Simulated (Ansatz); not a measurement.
Ru(CO)2 (C₂O₂Ru), SMILES [O+]#[C-]->[Ru]<-[C-]#[O+] (connectivity only; charge and spin as stated), neutral, multiplicity 3.

The structure is a stationary point at PBE0-D3(BJ)/def2-SVP. The multiplicity is an assumed one; other spin states were not compared. The def2 effective core potentials stand for the cores of Ru; spin–orbit coupling is left out.

Two levels are set side by side: PBE/def2-SVPD (Ansatz, an electronic-structure program) and CAM-B3LYP/def2-SVPD (Ansatz). Energy differences of separate SCF runs at the same geometry; the states with an electron removed or added have multiplicity 2 and 2. Differences are taken from unrounded values.

```csv
quantity,CAM-B3LYP
vertical ionisation energy (eV),7.90
vertical electron affinity (eV),1.26
```

**Question.** What does PBE give, and how far is it from CAM-B3LYP? (The exact figures need the calculation; the answer reports its results.)

**Answer.** 
```tsv
quantity	PBE	PBE minus CAM-B3LYP
vertical ionisation energy (eV)	7.94	0.04
vertical electron affinity (eV)	1.69	0.43
```
